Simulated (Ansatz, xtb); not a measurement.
C3H6AlBr: which of two isomers lies lower

We compare a, `C=[CH][Al]([CH3])[Br]`, a singlet, with b, `C=[C](C)[AlH][Br]`, a singlet. Both are isolated molecules in the gas phase, relaxed with B3LYP/def2-SVP; the shapes shown needn't be the lowest conformers.

a (Å):

```yaml
atoms:
  - { symbol: C, position_ang: [-0.9088, 0.6937, -1.6349] }
  - { symbol: C, position_ang: [-0.3924, -0.4757, -1.2148] }
  - { symbol: C, position_ang: [0.7494, -2.5600, 1.3076] }
  - { symbol: Al, position_ang: [0.0005, -0.8831, 0.6458] }
  - { symbol: Br, position_ang: [-0.4644, 0.7625, 2.1669] }
  - { symbol: H, position_ang: [-1.1449, 1.5069, -0.9376] }
  - { symbol: H, position_ang: [-1.1220, 0.9001, -2.6922] }
  - { symbol: H, position_ang: [-0.1900, -1.2287, -1.9922] }
  - { symbol: H, position_ang: [0.9313, -3.2874, 0.4993] }
  - { symbol: H, position_ang: [0.0746, -3.0311, 2.0432] }
  - { symbol: H, position_ang: [1.7065, -2.3859, 1.8292] }
```

b (Å):

```csv
atom,x (Å),y (Å),z (Å)
C,1.7148,-0.4238,1.4779
C,0.9462,-0.6489,0.3928
C,1.0083,-1.9549,-0.3629
Al,-0.2118,0.8461,-0.0752
Br,-1.6032,0.7084,-1.8733
H,2.4199,-1.1755,1.8629
H,1.6818,0.5190,2.0379
H,0.0243,-2.4545,-0.3812
H,1.7384,-2.6549,0.0780
H,1.2837,-1.7946,-1.4196
H,-0.2182,2.1794,0.7673
```

Quicker runs give these differences E(b) − E(a): GFN2-xTB −14.5 kcal/mol; HF/STO-3G +12.9 kcal/mol (at GFN2-xTB geometries); r2SCAN-D4/def2-SVP +9.1 kcal/mol (at GFN2-xTB geometries).

Q: Estimate E(b) − E(a) at the level CCSD(T)/def2-SVP + ΔMP2/def2-TZVPP.

A: Calculated at CCSD(T)/def2-SVP + ΔMP2/def2-TZVPP: E(b) − E(a) = +9.2 kcal/mol, so structure a lies lower.

How the difference moves with the method:

```csv
level,geometry,E(b) − E(a) (kcal/mol),departure from the last row (kcal/mol),"job, with rough time for the two"
GFN2-xTB,GFN2-xTB,−14.5,−23.7,"optimisation, 0.45 s"
HF/STO-3G,GFN2-xTB,+12.9,+3.8,"single point, 1 s"
r2SCAN-D4/def2-SVP,GFN2-xTB,+9.1,−0.1,"single point, 5.6 s"
B3LYP/def2-SVP,B3LYP/def2-SVP,+7.8,−1.3,"optimisation, 3.5 min"
HF/def2-SVP,B3LYP/def2-SVP,+7.7,−1.5,part of the CCSD(T) run
MP2/def2-SVP,B3LYP/def2-SVP,+6.9,−2.3,part of the CCSD(T) run
CCSD(T)/def2-SVP,B3LYP/def2-SVP,+6.7,−2.5,single point
CCSD(T)/def2-SVP + ΔMP2/def2-TZVPP,B3LYP/def2-SVP,+9.2,,"single point, 70 s"
```

As drawn, b has 1 C–C, 1 Al–H in place of 1 C–Al, 1 C–H.

GFN2-xTB puts the two in the other order. The largest departure from CCSD(T)/def2-SVP + ΔMP2/def2-TZVPP is that of GFN2-xTB, 23.7 kcal/mol. The last row adds to CCSD(T) the change of the MP2 difference between the two basis sets, here +2.5 kcal/mol.

With thermal terms from frequencies at re-optimised GFN2-xTB minima (ideal gas, soft modes damped towards free rotors, one conformer each, 298.15 K, 1 atm): on the last row, ΔE + ΔZPE = +9.1, ΔH = +8.7, ΔG = +9.6 kcal/mol.

The correlated steps freeze 17 core orbitals; the filled d shell of Br is correlated, in a basis made for valence electrons. Run with Ansatz 0.2.0, xtb 6.7.1; the last row on 2 threads of Intel(R) Xeon(R) Processor @ 2.70GHz on a shared host.
